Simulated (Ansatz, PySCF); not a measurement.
OPb, SMILES [O]=[Pb] (connectivity only; charge and spin as stated), neutral, multiplicity 1. Atoms are numbered in the order given.

```xyz
2

Pb     0.0000     0.0000    -0.1716
O      0.0000     0.0000     1.7500
```
Charge 0, spin multiplicity 1.

Geometry: B3LYP-D3(BJ)/def2-TZVP. The def2 effective core potentials stand for the cores of Pb; spin–orbit coupling is left out.

Two levels are set side by side: PBE-D3(BJ)/def2-TZVP (Ansatz, a quantum-chemistry and plane-wave program) and B3LYP-D3(BJ)/def2-TZVP (Ansatz). Each level has its own optimised geometry; the coordinates shown are those of the second. Frequencies come from the Hessian of PySCF at each geometry. Differences are taken from unrounded values.

```csv
quantity,B3LYP-D3(BJ),PBE-D3(BJ),PBE-D3(BJ) minus B3LYP-D3(BJ)
bond Pb1–O2 (Å),1.922,1.939,0.017
highest harmonic wavenumber (cm⁻¹),760,725,-36
mean harmonic wavenumber (cm⁻¹),760,725,-36
zero-point energy (kcal/mol),1.09,1.04,-0.05
```
